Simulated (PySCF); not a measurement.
C4H10BN, SMILES CC1CB(N)C1. Geometry optimised at PBE-D3(BJ)/def2-SVP. This is a generated structure with no PubChem entry under its InChIKey; it may be hypothetical. The values are those of a single conformer.

Q: Give the equilibrium geometry at PBE-D3(BJ)/def2-SVP (PySCF confirms it by a frequency run) as Cartesian coordinates in Å, and its point group. (The exact figures need the calculation; the answer reports its results.)

A: Several could match; the one computed here: point group Cs.
```xyz
16

C     -2.3783     0.1022     0.0000
C     -0.9417    -0.4068     0.0000
C      0.0119     0.0913    -1.1416
B      1.1231     0.1258     0.0000
N      2.5129    -0.0173     0.0000
C      0.0119     0.0913     1.1416
H     -2.9342    -0.2424    -0.8975
H     -2.9342    -0.2424     0.8975
H     -2.3983     1.2133     0.0000
H     -0.9444    -1.5190     0.0000
H     -0.2839     1.1164    -1.4583
H      0.1078    -0.5353    -2.0518
H      3.0676    -0.0737    -0.8548
H      3.0676    -0.0737     0.8548
H      0.1078    -0.5353     2.0518
H     -0.2839     1.1164     1.4583
```
